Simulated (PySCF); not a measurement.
Relaxation of singlet ZrH₂

Computed with PySCF, PBE0, basis Zr def2-TZVP with ECP28, H def2-TZVP (scalar-relativistic core potentials, no spin–orbit coupling, density fitting). A (50,194) grid was used.

A hand-made bent start, of C2v symmetry, held to at least that symmetry:

```xyz
3
charge 0 multiplicity 1, angstrom
Zr    0.0000    0.0000   -0.0234
H     1.5236    0.0000    1.0435
H    -1.5236    0.0000    1.0435
```

Optimiser trace:
| step | E − E(last) (kJ/mol) | largest gradient (Eh/bohr) |
| --- | --- | --- |
| 0 | 4.31 | 0.01491 |
| 1 | 1.70 | 0.00951 |
| 2 | 0.00 | 0.00026 |
| 3 | 0.00 | 0.00015 |

It ends at C2v with Zr–H 1.819 Å (×2); H–Zr–H 118.8°. No frequency check is given, so it may be a saddle point.

Stability towards spin polarisation was not tested. At this level a triplet minimum of C2v symmetry lies 65 kJ/mol below this structure.

The relaxation took about 4 core-seconds on a shared host.
